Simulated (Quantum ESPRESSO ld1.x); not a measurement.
The terbium ion Tb40+, configuration [Ar] 3d5 4p2 (not the ground configuration). Method: Dirac Kohn-Sham, OLYP, spin-unpolarised, spherical densities, point nucleus; open shells fill j = l - 1/2 first; computed with ld1.x of Quantum ESPRESSO 7.5. Some entries of the table are withheld. Estimate them.

orbital  occ.  eigenvalue (hartree)  r(max) (bohr)
1s1/2       2              -1981.78          0.014
2s1/2       2              -392.259          0.077
2p1/2       2              -377.106          0.059
2p3/2       4              -349.442          0.064
3s1/2       2              -138.335            (1)
3p1/2       2                   (2)          0.201
3p3/2       4                   (3)          0.212
3d3/2       4              -115.982          0.166
3d5/2       1              -114.516          0.170
4s1/2       0                   (4)            (5)
4p1/2       2              -65.7547            (6)
4p3/2       0              -63.5420            (7)
4d3/2       0              -59.4964            (8)
4d5/2       0              -58.9861            (9)

Answer. 
(1) 3s1/2 r(max) (bohr): 0.214
(2) 3p1/2 eigenvalue (hartree): -132.172
(3) 3p3/2 eigenvalue (hartree): -125.767
(4) 4s1/2 eigenvalue (hartree): -68.3881
(5) 4s1/2 r(max) (bohr): 0.447
(6) 4p1/2 r(max) (bohr): 0.439
(7) 4p3/2 r(max) (bohr): 0.457
(8) 4d3/2 r(max) (bohr): 0.432
(9) 4d5/2 r(max) (bohr): 0.439
